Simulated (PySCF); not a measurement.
Isomers of C7H14OSi, one GFN2-xTB conformer each. Single-point energies are computed at PBE0/pcSseg-1 (PySCF, gas phase, no added dispersion term), electronic only.

Problem. Rank them by PBE0/pcSseg-1 energy, lowest first (kJ/mol).
A. `[CH2:1]=[C:2]([CH3:3])[C@@H:4]1[CH2:5][SiH2:6][C@@H:7]1[O:8][CH3:9]` with C1–C2–C4–C5 -124°, Si6–C7–O8–C9 178°, C2–C4–C5–Si6 -107°, C4–C5–Si6–C7 -11°, C5–Si6–C7–O8 134°, C2–C4–C7–Si6 106°
B. `[CH2:1]=[C:2]([CH2:3][SiH3:4])[C:5](=[CH2:6])[CH2:7][O:8][CH3:9]` with C1–C2–C3–Si4 83°, C1–C2–C5–C6 -154°, C2–C5–C7–O8 156°, C5–C7–O8–C9 -75°
C. `[CH2:1]=[C:2]([CH3:3])[CH2:4][C@@H:5]1[SiH2:6][C@@H:7]1[O:8][CH3:9]` with C1–C2–C4–C5 101°, C2–C4–C5–Si6 -74°, Si6–C7–O8–C9 -163°
D. `[CH2:1]=[CH:2][C:3](=[CH2:4])[O:5][Si:6]([CH3:7])([CH3:8])[CH3:9]` with C1–C2–C3–C4 180°, C2–C3–O5–Si6 110°
E. `[CH3:1][C:2]#[C:3][CH2:4][SiH2:5][O:6][CH2:7][CH2:8][CH3:9]` with C3–C4–Si5–O6 180°, C4–Si5–O6–C7 180°, Si5–O6–C7–C8 180°, O6–C7–C8–C9 180°

Solution. D (0.0), E (151.0), A (253.9), B (266.7), C (317.1).

As drawn, the lowest has an Si–O bond, which the highest lacks; the highest has a three-membered ring, which the lowest lacks. GFN2-xTB itself gives, in the same order: 36.5, 0.0, 131.5, 150.6, 209.1. GFN2-xTB puts CC#CC[SiH2]OCCC lowest instead; measured from each level's own lowest isomer, the values differ by up to 151.0 kJ/mol (CC#CC[SiH2]OCCC: 0.0 against 151.0).

Problem. Which frontier levels, dipoles and rotational constants go with these structures?

Solution. 
```
                       SMILES  HOMO (eV, PBE0/pcSseg-1)  LUMO (eV)  dipole (D)       A, B, C (MHz)
         C=CC(=C)O[Si](C)(C)C                     -6.58      -0.72        1.01  1852, 975.5, 817.3
              CC#CC[SiH2]OCCC                     -6.87       0.81        0.89  8517, 355.8, 346.6
C=C(C)[C@@H]1C[SiH2][C@@H]1OC                     -6.68       0.18        0.91   1644, 1295, 932.1
         C=C(C[SiH3])C(=C)COC                     -6.76      -0.89        1.41  2900, 645.3, 586.4
C=C(C)C[C@@H]1[SiH2][C@@H]1OC                     -6.58       0.37        1.47  1982, 849.6, 715.1
```
